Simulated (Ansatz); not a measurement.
This geometry of C2H6O2Si (11 atoms, charge 0, multiplicity 1) is a first-order saddle point.

Computed with RKS B3LYP/def2-SVP in Ansatz 0.2.0.

```xyz
11
Properties=species:S:1:pos:R:3
C -0.399 -0.910 1.369
C -0.503 -0.701 -0.129
O -0.867 -1.588 -0.878
Si 0.026 1.007 -0.905
O 1.688 1.181 -0.840
H 0.635 -0.707 1.701
H -1.046 -0.191 1.901
H -0.684 -1.940 1.630
H -0.493 1.023 -2.301
H -0.516 2.141 -0.106
H 2.224 0.628 -1.421
```

(1) Which two structures does it join? (They come from a converged band through this point; their orientation in space is the band's.)

(2) How far does it lie above each of them?

Results:

(1) No bond is made or broken. The dihedral O3–C2–Si4–O5 goes from 0 to -178°.

First end point:

```xyz
11
Properties=species:S:1:pos:R:3
C -0.740 -0.974 1.238
C 0.226 -0.544 0.162
O 1.167 -1.243 -0.179
Si 0.104 1.143 -0.807
O 1.406 1.039 -1.832
H -0.754 -0.227 2.051
H -1.764 -1.014 0.828
H -0.456 -1.959 1.638
H -1.193 1.236 -1.537
H 0.207 2.295 0.134
H 1.862 0.192 -1.675
```

Last end point:

```xyz
11
Properties=species:S:1:pos:R:3
C -0.178 -1.142 1.180
C -0.893 -0.245 0.195
O -2.101 -0.266 0.049
Si 0.045 1.052 -0.901
O 1.709 1.014 -0.724
H 0.601 -1.731 0.667
H 0.347 -0.525 1.931
H -0.895 -1.812 1.678
H -0.366 0.791 -2.312
H -0.410 2.394 -0.457
H 2.208 0.412 -1.287
```

(2) 14.8 kJ/mol above the first and 5.0 kJ/mol above the second. This is the barrier of this one path; another mechanism may lie lower.

Run time: 3.3 min on 2 threads of Arm Neoverse V1, with other jobs on the host, peak memory 0.22 GiB.
